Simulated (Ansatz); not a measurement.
CH5GeNO (`[NH2][GeH]1[CH2][O]1`), relaxed with RKS PBE0-D4/def2-TZVP in Ansatz 0.2.0 from a PBE-D4/def2-SVP geometry. The force threshold is 0.005 eV/Å; the program also tests the step.

Total charge 0; spin multiplicity 1.

Start:

```xyz
9

N    -0.085   -1.825    0.061
Ge   -0.066   -0.139   -0.664
C    -0.287    1.455    0.375
O     1.081    1.124    0.134
H     0.782   -2.350   -0.110
H    -0.266   -1.826    1.071
H     0.152   -0.179   -2.183
H    -0.645    1.358    1.425
H    -0.667    2.381   -0.110
```

```csv
step,energy (eV),largest force (eV/Å),largest move (Å)
1,-61162.5425,0.628,0.000
2,-61162.5869,0.398,0.047
3,-61162.6005,0.191,0.046
4 (rejected),-61162.5959,0.395,0.123
5,-61162.6065,0.073,0.060
6 (rejected),-61162.6061,0.131,0.094
7,-61162.6079,0.043,0.046
8,-61162.6082,0.089,0.038
9,-61162.6082,0.082,0.007
10,-61162.6083,0.027,0.010
11,-61162.6084,0.003,0.007
```

End:

```xyz
9

N    -0.081   -1.775    0.103
Ge    0.002   -0.119   -0.633
C    -0.334    1.447    0.360
O     1.062    1.131    0.183
H     0.605   -2.433   -0.240
H    -0.092   -1.791    1.113
H     0.193   -0.191   -2.142
H    -0.693    1.368    1.388
H    -0.662    2.364   -0.131
```

Hardware: 4 threads of an Arm Neoverse V1 on a shared host. Wall time 30 s, peak host memory 0.41 GiB.
